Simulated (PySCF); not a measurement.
# TlS and its ions

UHF; Tl cc-pVDZ-PP with ECP60, S cc-pV(D+d)Z; scalar-relativistic core potentials (PySCF 2.14). Neutral (UHF): doublet (π ↑), Re = 2.642 Å, ωe = 260 cm⁻¹, De = 1.69 eV, HOMO -8.20 eV, LUMO -0.07 eV.

TlS⁺ (UHF): triplet (π ↑↑), Re = 3.471 Å, ωe = 83.1 cm⁻¹. The energies at the minima are -569.07128 hartree for TlS and -568.83659 for TlS⁺.

(1) Work out the adiabatic ionisation energy, without and with harmonic zero-point energies (1 hartree = 27.2114 eV, 1 eV = 8065.5 cm⁻¹), and the change of the bond length.

These are scalar-relativistic numbers at best; spin–orbit coupling would shift them, the dissociation energy most. Hartree–Fock leaves out correlation, which carries a large part of most bond energies and some tenths to 1 eV of ionisation energies. States were picked by a PBE0 search and need not be the measured ground states.

## Answers

(1) At UHF: 0.23469 hartree = 6.386 eV between the minima; the zero-point term (83.1 − 260.0)/2 cm⁻¹ = -0.011 eV makes it 6.375 eV. Re changes by +82.9 pm against the neutral. The electron leaves a π orbital, and the ion is left as a loose complex of an ion and an atom.
